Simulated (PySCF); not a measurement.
ReOCl₃, SMILES [O]=[Re]([Cl])([Cl])[Cl] (connectivity only; charge and spin as stated), neutral, multiplicity 3. Atoms are numbered in the order given.

```xyz
5

Re     0.0000     0.0000    -0.2591
O      0.0000     0.0000    -1.9446
Cl     1.7867     1.0316     0.6860
Cl    -1.7867     1.0316     0.6860
Cl     0.0000    -2.0631     0.6860
```
Charge 0, spin multiplicity 3.

The structure is a stationary point at r2SCAN-D4/def2-SVP. The spin state was assumed, not searched. The def2 effective core potentials stand for the cores of Re; spin–orbit coupling is left out.

The numbers are results of PBE0/def2-TZVP in PySCF, not measurements.

ESP charges are fitted to the potential on shells at 1.4 to 2.0 van der Waals radii. Atomic charges (e):

```csv
atom,ESP fit,Mulliken,Mulliken spin
Re1,0.44,1.17,1.62
O2,-0.16,-0.38,0.01
Cl3,-0.09,-0.26,0.12
Cl4,-0.09,-0.26,0.12
Cl5,-0.09,-0.26,0.12
```
